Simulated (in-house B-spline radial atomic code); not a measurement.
**RPBE excitations of Te VII (Te6+)**

Method: RPBE. Computed with an all-electron radial atomic-structure program (B-spline basis): linear response of the closed shell [Kr] 4d10 with the functional's adiabatic kernel; scalar-relativistic (spin-free one-electron X2C), finite nucleus, no spin-orbit coupling, no double excitations, S, P, D and F terms only; shells from n = 2 respond. Only terms of natural parity with L up to 3 were computed.

Command:
```bash
python run_td.py task.json out
```
Settings (radii: box in bohr, nucleus in fm):
```
Z                        52
electrons                46
configuration            [Kr] 4d10
hamiltonian              x2c
method                   rpbe,pbe
box_radius               14.35
rms_radius               4.7423
intervals                70
```

Run time, properties included: 1.7 s on 1 thread of Intel(R) Xeon(R) Platinum 8375C CPU @ 2.90GHz (Ice Lake), on a shared host.

The lowest states, in the order of their Tamm-Dancoff energies; the method's threshold (minus the highest occupied level) is 113.64 eV. Labels give the largest channel, * marks a mixed state, and oscillator strengths are full-response dipole values. Semilocal kernels can invert the small singlet-triplet splittings of Rydberg terms. Energies in eV:

| state | full response | Tamm-Dancoff | oscillator strength |
| --- | --- | --- | --- |
| 4d → 5s 3D | 35.93 | 35.95 | - |
| 4d → 5s 1D | 36.76 | 36.77 | - |
| 4d → 5p 3P | 48.95 | 48.97 | - |
| 4d → 5p 3F | 49.11 | 49.13 | - |
| 4d → 5p 1F | 49.61 | 49.62 | - |
| 4d → 5p 1P | ? | ? | ? |
| 4d → 5d 3S | 67.34 | 67.37 | - |
| 4d → 4f 3P | ? | ? | - |
| 4d → 5d 3D | 68.02 | 68.03 | - |
| 4d → 4f 3F | 68.21 | 68.24 | - |

Task: Where does 4d → 5p 1P lie?

Result: At 50.73 eV in full response, 50.80 eV in Tamm-Dancoff, oscillator strength 0.928.

Task: Where does 4d → 4f 3P lie?

Result: At 67.34 eV in full response, 67.39 eV in Tamm-Dancoff.

Task: How large is the singlet-triplet splitting of 4d → 5s (D terms) in Tamm-Dancoff?

Result: 0.819 eV, from the unrounded values.

Task: What polarisabilities and dispersion coefficient does the method give?

Result: Dipole 1.346 bohr³, quadrupole 1.928 bohr⁵, C6 4.151 hartree·bohr⁶ for two such species.
